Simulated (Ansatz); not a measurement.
A short molecular-dynamics run on CH4NSb, SMILES `C=[N][SbH2]`.

```yaml
crystal:
  periodic: [false, false, false]
  atoms:
    - {symbol: C, position_ang: [-0.849676, -0.543173, -0.782752]}
    - {symbol: N, position_ang: [-0.689448, -0.524965, 0.464134]}
    - {symbol: Sb, position_ang: [1.140567, -0.043096, 1.278476]}
    - {symbol: H, position_ang: [-1.822898, -0.845631, -1.190222]}
    - {symbol: H, position_ang: [-0.088236, -0.269321, -1.529519]}
    - {symbol: H, position_ang: [0.578305, 1.466029, 1.851996]}
    - {symbol: H, position_ang: [1.792586, 0.692257, -0.137914]}
basis:
  gaussian: {orbitals: def2-SVP}
hamiltonian: {xc: {name: BLYP}}
md: {timestep: 1 fs, n_steps: 50, ensemble: nvt_langevin, temperature: 500, initial_velocities: maxwell_boltzmann, friction: 0.01, seed: 635}
```

```sh
$ ansatz run in.yaml --threads 2 --pin off --events-out ev --progress --plain --max-ram 4352MiB
```

```csv
step,time (fs),potential energy (eV),kinetic (eV),T (K),conserved (eV)
0,0.0,-9123.8184,0.3878,429,–
1,1.0,-9123.8320,0.3596,397,–
2,2.0,-9123.8050,0.3306,365,–
3,3.0,-9123.7449,0.2947,326,–
4,4.0,-9123.6802,0.2204,244,–
5,5.0,-9123.6321,0.1824,202,–
6,6.0,-9123.6123,0.1603,177,–
7,7.0,-9123.6075,0.1807,200,–
8,8.0,-9123.5926,0.1806,200,–
9,9.0,-9123.5820,0.1835,203,–
10,10.0,-9123.6052,0.2088,231,–
11,11.0,-9123.6588,0.2910,322,–
12,12.0,-9123.6938,0.3278,362,–
13,13.0,-9123.6843,0.3058,338,–
14,14.0,-9123.6499,0.2849,315,–
15,15.0,-9123.6092,0.2768,306,–
16,16.0,-9123.5765,0.2568,284,–
17,17.0,-9123.5674,0.2486,275,–
18,18.0,-9123.5764,0.2656,294,–
19,19.0,-9123.5940,0.2714,300,–
20,20.0,-9123.6115,0.2693,298,–
21,21.0,-9123.6320,0.2953,326,–
22,22.0,-9123.6543,0.3112,344,–
23,23.0,-9123.6642,0.3234,357,–
24,24.0,-9123.6548,0.2925,323,–
25,25.0,-9123.6372,0.2719,300,–
26,26.0,-9123.6279,0.2586,286,–
27,27.0,-9123.6424,0.2743,303,–
28,28.0,-9123.6687,0.3057,338,–
29,29.0,-9123.6890,0.3536,391,–
30,30.0,-9123.6888,0.3440,380,–
31,31.0,-9123.6675,0.3311,366,–
32,32.0,-9123.6509,0.3301,365,–
33,33.0,-9123.6466,0.3340,369,–
34,34.0,-9123.6506,0.3216,355,–
35,35.0,-9123.6452,0.3351,370,–
36,36.0,-9123.6253,0.3193,353,–
37,37.0,-9123.6112,0.3509,388,–
38,38.0,-9123.6232,0.3641,402,–
39,39.0,-9123.6521,0.3653,404,–
40,40.0,-9123.6642,0.3753,415,–
41,41.0,-9123.6358,0.3752,415,–
42,42.0,-9123.5740,0.3386,374,–
43,43.0,-9123.5269,0.3359,371,–
44,44.0,-9123.5516,0.3232,357,–
45,45.0,-9123.6257,0.4067,449,–
46,46.0,-9123.6729,0.4387,485,–
47,47.0,-9123.6778,0.4491,496,–
48,48.0,-9123.6698,0.4687,518,–
49,49.0,-9123.6746,0.4991,552,–
50,50.0,-9123.6952,0.5152,569,–
```

Velocities are drawn at the set temperature; a run this short doesn't reach equilibrium.

Frames (Å, forces in eV/Å):

```xyz
7
time=0.0 fs
C    -0.850   -0.543   -0.783   -0.153   -0.047   -0.694
N    -0.689   -0.525    0.464   -0.709   -0.198    0.976
Sb    1.141   -0.043    1.278    0.963   -0.359    0.755
H    -1.823   -0.846   -1.190   -0.541   -0.169   -0.303
H    -0.088   -0.269   -1.530    0.371    0.142   -0.510
H     0.578    1.466    1.852   -0.143    0.399    0.139
H     1.793    0.692   -0.138    0.212    0.231   -0.364
7
time=2.0 fs
C    -0.834   -0.540   -0.768   -1.095   -0.262   -1.105
N    -0.681   -0.526    0.490   -1.046   -0.213   -0.249
Sb    1.138   -0.044    1.275    1.433    0.317    0.641
H    -1.840   -0.852   -1.229    0.664    0.158    0.475
H    -0.088   -0.254   -1.558    0.104    0.019    0.175
H     0.613    1.505    1.889   -0.031   -0.020   -0.068
H     1.806    0.697   -0.191   -0.030    0.000    0.130
7
time=4.0 fs
C    -0.821   -0.535   -0.761   -1.597   -0.382   -0.637
N    -0.675   -0.525    0.516   -1.373   -0.232   -1.706
Sb    1.137   -0.045    1.273    1.781    0.943    0.660
H    -1.842   -0.854   -1.258    1.174    0.284    0.934
H    -0.095   -0.241   -1.580    0.114   -0.006    0.565
H     0.642    1.551    1.925    0.080   -0.466   -0.281
H     1.814    0.696   -0.236   -0.180   -0.142    0.465
7
time=6.0 fs
C    -0.812   -0.534   -0.759   -1.116   -0.175    0.391
N    -0.675   -0.522    0.538   -1.571   -0.244   -2.803
Sb    1.137   -0.046    1.271    2.035    1.223    0.685
H    -1.805   -0.844   -1.249    0.608    0.070    0.750
H    -0.096   -0.231   -1.587    0.179   -0.011    0.738
H     0.669    1.575    1.959    0.111   -0.671   -0.408
H     1.811    0.687   -0.270   -0.246   -0.192    0.648
7
time=8.0 fs
C    -0.809   -0.533   -0.753    0.178    0.261    1.737
N    -0.679   -0.521    0.554   -1.572   -0.232   -3.077
Sb    1.137   -0.045    1.270    2.127    1.141    0.740
H    -1.748   -0.831   -1.209   -0.961   -0.448   -0.068
H    -0.090   -0.217   -1.555    0.390    0.064    0.453
H     0.693    1.567    1.989    0.086   -0.637   -0.452
H     1.801    0.671   -0.284   -0.248   -0.149    0.667
7
time=10.0 fs
C    -0.803   -0.527   -0.740    0.308    0.244    2.230
N    -0.687   -0.520    0.565   -1.400   -0.150   -2.673
Sb    1.138   -0.044    1.268    2.090    0.750    0.962
H    -1.731   -0.826   -1.173   -1.523   -0.621   -0.511
H    -0.078   -0.212   -1.508    0.659    0.202   -0.022
H     0.715    1.537    2.019    0.026   -0.440   -0.440
H     1.778    0.643   -0.271   -0.159    0.014    0.454
7
time=12.0 fs
C    -0.798   -0.518   -0.721   -1.067   -0.293    1.039
N    -0.699   -0.516    0.571   -1.152   -0.046   -1.810
Sb    1.140   -0.042    1.267    1.929    0.054    1.269
H    -1.769   -0.847   -1.162    0.045   -0.051   -0.086
H    -0.035   -0.206   -1.460    0.322    0.119   -0.126
H     0.745    1.489    2.040   -0.079   -0.049   -0.331
H     1.750    0.607   -0.245    0.001    0.267    0.045
7
time=14.0 fs
C    -0.797   -0.513   -0.699   -1.532   -0.540   -0.719
N    -0.713   -0.513    0.573   -0.869    0.047   -0.456
Sb    1.143   -0.040    1.265    1.665   -0.703    1.567
H    -1.803   -0.865   -1.155    1.085    0.365    0.172
H     0.018   -0.206   -1.418   -0.351   -0.084    0.044
H     0.766    1.442    2.058   -0.183    0.381   -0.176
H     1.713    0.578   -0.222    0.186    0.534   -0.432
7
time=16.0 fs
C    -0.800   -0.510   -0.682   -0.952   -0.373   -1.725
N    -0.729   -0.507    0.575   -0.591    0.101    0.844
Sb    1.148   -0.038    1.264    1.469   -1.491    1.478
H    -1.796   -0.860   -1.138    0.934    0.334   -0.046
H     0.063   -0.204   -1.369   -0.817   -0.222    0.015
H     0.781    1.389    2.066   -0.319    0.966    0.104
H     1.680    0.566   -0.219    0.276    0.685   -0.670
7
time=18.0 fs
C    -0.809   -0.507   -0.671    0.287   -0.020   -1.725
N    -0.745   -0.502    0.579   -0.431    0.128    1.649
Sb    1.154   -0.037    1.264    1.360   -1.602    0.956
H    -1.756   -0.831   -1.131   -0.229   -0.064   -0.551
H     0.082   -0.220   -1.325   -0.827   -0.169   -0.205
H     0.783    1.368    2.079   -0.358    1.152    0.209
H     1.643    0.580   -0.255    0.199    0.575   -0.333
7
time=20.0 fs
C    -0.814   -0.504   -0.666    0.769    0.096   -0.946
N    -0.760   -0.496    0.588   -0.371    0.130    1.550
Sb    1.160   -0.035    1.264    1.191   -0.976    0.499
H    -1.726   -0.798   -1.150   -1.141   -0.365   -0.806
H     0.071   -0.246   -1.296   -0.291    0.034   -0.544
H     0.782    1.390    2.102   -0.244    0.744   -0.006
H     1.612    0.609   -0.311    0.087    0.338    0.252
7
time=22.0 fs
C    -0.819   -0.504   -0.664   -0.243   -0.204   -0.248
N    -0.777   -0.489    0.602   -0.327    0.099    0.660
Sb    1.166   -0.033    1.265    0.951   -0.182    0.223
H    -1.733   -0.782   -1.197   -0.657   -0.212   -0.265
H     0.050   -0.270   -1.284    0.357    0.216   -0.826
H     0.768    1.435    2.117   -0.078    0.187   -0.279
H     1.601    0.647   -0.361   -0.004    0.096    0.735
7
time=24.0 fs
C    -0.826   -0.511   -0.663   -0.895   -0.346   -0.529
N    -0.797   -0.481    0.615   -0.168    0.048   -0.339
Sb    1.171   -0.032    1.264    0.605    0.516    0.167
H    -1.767   -0.786   -1.249    0.462    0.114    0.597
H     0.056   -0.287   -1.303   -0.061    0.075   -0.361
H     0.745    1.492    2.112    0.096   -0.333   -0.479
H     1.593    0.686   -0.381   -0.039   -0.074    0.944
7
time=26.0 fs
C    -0.835   -0.517   -0.664   -0.687   -0.152   -0.567
N    -0.817   -0.471    0.626    0.055   -0.038   -1.250
Sb    1.176   -0.031    1.264    0.252    0.849    0.240
H    -1.791   -0.781   -1.276    0.878    0.203    0.957
H     0.066   -0.292   -1.334   -0.700   -0.141    0.270
H     0.720    1.530    2.085    0.212   -0.596   -0.509
H     1.580    0.716   -0.361   -0.010   -0.125    0.858
7
time=28.0 fs
C    -0.848   -0.527   -0.671   -0.081    0.188    0.363
N    -0.836   -0.460    0.635    0.221   -0.154   -2.140
Sb    1.181   -0.030    1.263   -0.036    0.765    0.378
H    -1.783   -0.765   -1.276    0.330    0.022    0.728
H     0.051   -0.309   -1.360   -0.753   -0.205    0.529
H     0.705    1.535    2.043    0.235   -0.563   -0.385
H     1.556    0.736   -0.314    0.084   -0.053    0.527
7
time=30.0 fs
C    -0.861   -0.537   -0.678    0.398    0.487    1.912
N    -0.852   -0.452    0.641    0.366   -0.264   -2.695
Sb    1.187   -0.028    1.262   -0.290    0.349    0.705
H    -1.770   -0.741   -1.254   -0.756   -0.272    0.101
H     0.012   -0.337   -1.361   -0.142   -0.112    0.229
H     0.695    1.524    1.984    0.188   -0.345   -0.154
H     1.528    0.751   -0.248    0.237    0.157   -0.099
7
time=32.0 fs
C    -0.873   -0.546   -0.679   -0.091    0.464    2.740
N    -0.870   -0.446    0.640    0.566   -0.294   -2.586
Sb    1.192   -0.025    1.260   -0.419   -0.400    0.924
H    -1.785   -0.737   -1.231   -1.093   -0.344   -0.173
H    -0.026   -0.363   -1.344    0.656    0.024   -0.378
H     0.703    1.492    1.923    0.011    0.171    0.214
H     1.508    0.778   -0.187    0.369    0.378   -0.741
7
time=34.0 fs
C    -0.886   -0.555   -0.672   -1.085    0.200    1.611
N    -0.887   -0.441    0.631    0.812   -0.228   -1.781
Sb    1.198   -0.024    1.259   -0.387   -1.080    0.689
H    -1.840   -0.759   -1.215   -0.096   -0.106    0.218
H    -0.041   -0.392   -1.347    0.577   -0.003   -0.401
H     0.717    1.455    1.876   -0.228    0.826    0.623
H     1.497    0.823   -0.154    0.408    0.392   -0.959
7
time=36.0 fs
C    -0.901   -0.560   -0.661   -1.356   -0.056   -0.518
N    -0.902   -0.439    0.616    1.047   -0.084   -0.553
Sb    1.203   -0.025    1.258   -0.297   -1.201    0.013
H    -1.907   -0.783   -1.200    0.975    0.161    0.575
H    -0.035   -0.417   -1.371   -0.301   -0.144    0.178
H     0.721    1.434    1.845   -0.391    1.246    0.891
H     1.499    0.885   -0.156    0.323    0.078   -0.587
7
time=38.0 fs
C    -0.917   -0.569   -0.654   -1.024   -0.176   -2.162
N    -0.916   -0.437    0.600    1.326    0.106    0.874
Sb    1.208   -0.026    1.256   -0.454   -0.342   -0.437
H    -1.942   -0.796   -1.164    1.096    0.187    0.398
H    -0.038   -0.441   -1.398   -0.871   -0.212    0.615
H     0.712    1.458    1.849   -0.249    0.777    0.739
H     1.519    0.955   -0.177    0.178   -0.340   -0.026
7
time=40.0 fs
C    -0.936   -0.577   -0.656   -0.561   -0.236   -2.121
N    -0.926   -0.435    0.588    1.546    0.277    1.813
Sb    1.213   -0.029    1.254   -0.792    0.886   -0.434
H    -1.936   -0.805   -1.109    0.125   -0.010   -0.241
H    -0.082   -0.478   -1.402   -0.468   -0.100    0.340
H     0.694    1.521    1.888    0.085   -0.220    0.308
H     1.544    1.002   -0.195    0.064   -0.597    0.335
7
time=42.0 fs
C    -0.959   -0.583   -0.665   -0.039   -0.089   -0.236
N    -0.932   -0.435    0.583    1.638    0.334    1.682
Sb    1.218   -0.031    1.252   -1.034    1.626   -0.336
H    -1.924   -0.816   -1.058   -1.473   -0.351   -1.003
H    -0.145   -0.515   -1.388    0.600    0.067   -0.569
H     0.679    1.577    1.938    0.314   -0.893   -0.041
H     1.569    1.024   -0.204   -0.006   -0.694    0.503
7
time=44.0 fs
C    -0.987   -0.589   -0.675   -0.192   -0.081    1.123
N    -0.935   -0.434    0.585    1.569    0.273    0.826
Sb    1.223   -0.033    1.248   -1.200    1.735   -0.140
H    -1.956   -0.842   -1.037   -1.572   -0.342   -1.014
H    -0.190   -0.541   -1.392    0.992    0.129   -0.984
H     0.668    1.593    1.974    0.408   -1.123   -0.203
H     1.585    1.016   -0.188   -0.005   -0.592    0.393
7
time=46.0 fs
C    -1.015   -0.595   -0.681   -1.119   -0.463    0.745
N    -0.933   -0.434    0.589    1.322    0.137   -0.155
Sb    1.228   -0.034    1.244   -1.302    1.389    0.166
H    -2.045   -0.886   -1.053    0.488    0.244   -0.186
H    -0.199   -0.552   -1.420    0.153    0.074   -0.404
H     0.663    1.568    1.998    0.419   -1.059   -0.249
H     1.606    0.982   -0.160    0.038   -0.322    0.083
7
time=48.0 fs
C    -1.047   -0.603   -0.683   -0.971   -0.615    0.243
N    -0.926   -0.431    0.592    0.922   -0.020   -0.954
Sb    1.232   -0.035    1.240   -1.329    0.641    0.449
H    -2.121   -0.919   -1.088    1.618    0.616    0.467
H    -0.209   -0.564   -1.456   -0.698    0.026    0.298
H     0.664    1.506    2.004    0.328   -0.697   -0.154
H     1.628    0.935   -0.132    0.129    0.048   -0.350
7
time=50.0 fs
C    -1.083   -0.614   -0.682    0.193   -0.385    0.221
N    -0.915   -0.429    0.593    0.463   -0.193   -1.404
Sb    1.235   -0.037    1.235   -1.159   -0.382    0.294
H    -2.129   -0.936   -1.109    1.246    0.580    0.673
H    -0.238   -0.570   -1.480   -1.019   -0.002    0.637
H     0.669    1.411    1.994    0.079    0.087    0.166
H     1.643    0.895   -0.129    0.197    0.294   -0.587
```

Run time 47 s (2 threads of an Arm Neoverse V1 on a shared host); peak host memory 0.33 GiB.
